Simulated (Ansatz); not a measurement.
```yaml
crystal:
  periodic: [true, true, true]
  atoms:
    - {symbol: F, position_ang: [0.998907, -1.727800, -1.085265]}
    - {symbol: C, position_ang: [0.778652, -0.421351, -1.036416]}
    - {symbol: F, position_ang: [-0.337010, -0.165233, -1.729198]}
    - {symbol: F, position_ang: [1.786685, 0.195740, -1.628828]}
    - {symbol: O, position_ang: [0.673255, -0.005584, 0.237644]}
    - {symbol: Si, position_ang: [-0.647998, 0.415891, 1.085981]}
    - {symbol: F, position_ang: [-1.265851, 1.745975, 0.547943]}
    - {symbol: F, position_ang: [-1.734163, -0.706499, 1.037005]}
    - {symbol: F, position_ang: [-0.163978, 0.622562, 2.554133]}
basis:
  gaussian: {orbitals: cc-pCVTZ}
hamiltonian: {xc: {name: CAM-B3LYP}, dispersion: d3bj}
scf: {lower_state_search: light}
```

```sh
$ ansatz run in.yaml --threads 4 --pin off --events-out ev --progress --plain --max-ram 11315MiB
```

Question: How does Ansatz answer? (Best estimate.)

Answer: Ansatz gave: The program refused the input.
```
Error: YAML parse error: error: line 2 column 3: crystal: missing field `lattice` (a structure is typed as `lattice` and `atoms`, a molecule's as `atoms` in Å alone, or read from a run's directory, `checkpoint`)
 --> <input>:2:3
1 | crystal:
2 |   periodic: [true, true, true]
3 |   atoms:
4 |     - {symbol: F, position_ang: [0.998907, -1.727800, -1.085265]}
```
